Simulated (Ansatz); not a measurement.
Ansatz (a quantum-chemistry and plane-wave program) input (CCSD(T)/6-31G):

Ansatz 0.2 input:
```yaml
crystal:
  periodic: [false, false, false]
  atoms:
    - {symbol: O, position_ang: [0.33612764, 1.13127209, 1.46769072]}
    - {symbol: Si, position_ang: [0.14330587, -0.02739187, 0.47302340]}
    - {symbol: O, position_ang: [1.52661236, -0.88054252, 0.04613281]}
    - {symbol: O, position_ang: [-0.97610430, -1.21830922, 0.81617870]}
    - {symbol: Cl, position_ang: [-0.59273131, 0.59275840, -1.50028424]}
    - {symbol: H, position_ang: [2.28883910, -0.32290916, 0.22658914]}
    - {symbol: H, position_ang: [-1.31177461, -1.62986035, 0.01589724]}
basis:
  gaussian:
    orbitals: 6-31G
total_charge: -1
magnetization: {spin_polarized: false}
correlation: {method: ccsd_t, electrons: outside_noble_gas}
```

End of the output:

```
integrals: 0.03 GiB planned
570 factors; integrals over basis functions are off by at most 2.4e-4 eV
0.46 GiB of device memory are held for the factors and their scratch space
mean field: 0.20 GiB planned
mean field evaluation 1: about -26504.9928 eV, gradient 4.0e1 eV
mean field evaluation 2: about -26505.0091 eV, gradient 4.0e1 eV
mean field evaluation 4: about -26508.6169 eV, gradient 3.4e0 eV
mean field evaluation 8: about -26508.6474 eV, gradient 2.9e-4 eV
mean field evaluation 16: about -26508.5866 eV, gradient 3.4e0 eV
mean field -26508.64736082 eV, -974.1748223035 hartree, gradient 1.3e-6 eV, S^2 0.000000; 0 other end points of the search recorded, 0 dependent functions left out
13 core orbitals not correlated
reference -26508.64736082 eV, -974.1748223035 hartree; 16, 16 occupied and 28, 28 virtual orbitals, 570 factors
second order -12.78418162 eV of doubles, -0.00000000 eV of singles
coupled cluster: 0.21 GiB planned
cycle   1  -12.43894546 eV  change    3.5e-1 eV  update   1.1e-1
cycle   2  -12.84169192 eV  change   -4.0e-1 eV  update   3.5e-2
cycle   3  -12.96757110 eV  change   -1.3e-1 eV  update   1.8e-2
cycle   4  -12.97294633 eV  change   -5.4e-3 eV  update   3.8e-3
cycle   5  -12.97133295 eV  change    1.6e-3 eV  update   1.4e-3
cycle   6  -12.97141155 eV  change   -7.9e-5 eV  update   4.4e-4
cycle   7  -12.97113298 eV  change    2.8e-4 eV  update   1.6e-4
cycle   8  -12.97100276 eV  change    1.3e-4 eV  update   5.7e-5
cycle   9  -12.97101337 eV  change   -1.1e-5 eV  update   2.0e-5
perturbative correction -0.25853740 eV, -0.0095010741 hartree
Total energy: -26521.87691158 eV, -974.6609993268 hartree
```

It need not be the lowest isomer of its formula. Whether it binds its extra electron was not tested at this geometry.
